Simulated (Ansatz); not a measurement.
Gas-phase electronic energies from Ansatz, PBE0-D4/def2-TZVP geometries. CBS: MP2 limit from def2 TZ/QZ plus the TZ coupled-cluster correction, frozen cores. DFT in def2-TZVPP. B3LYP here is the variant with VWN-RPA as its local correlation; programs differ in this. For Ge, Se outer-core shells are correlated without core-valence functions, which leaves a few kJ/mol of doubt a bond. Scalar relativity is left out up to krypton. Each species was taken in one conformer, which may not be the lowest.

Reaction (ligand exchange at the Se–Ge bond): `[F][Ge]([F])([F])[SeH]` + `OPO` → `OP(O)[SeH]` + `[F][GeH]([F])[F]`

| level | ΔE (kJ/mol) | difference from CCSD(T)/CBS |
| --- | --- | --- |
| PBE-D4 | 16.9 | -8.6 |
| B3LYP-D4 | 22.5 | -3.0 |
| r2SCAN0-D4 | 22.5 | -3.0 |
| revPBE | 19.8 | -5.7 |
| BLYP | 20.6 | -4.9 |
| r2SCAN0 | 22.8 | -2.7 |
| RPA@PBE/def2-TZVPP | 33.1 | 7.6 |
| MP2/def2-TZVPP | 28.2 | 2.7 |
| CCSD/def2-TZVPP | 33.5 | 8.0 |
| CCSD/CBS(def2) | 28.3 | 2.8 |
| CCSD(T)/CBS | 25.5 | 0 |

Largest T1 diagnostic among the species: 0.013.

In def2-TZVPP, CCSD(T) changes the Hartree–Fock value by −6.5 kJ/mol (the triples alone add −2.8 kJ/mol) and MP2 by −9.1 kJ/mol. At CCSD(T), def2-SVP lies +9.7 kJ/mol from the extrapolated value and def2-TZVPP +5.3 kJ/mol. From PBE to PBE0 (25 % exact exchange), in def2-TZVPP and without D4, ΔE moves by +5.4 kJ/mol.
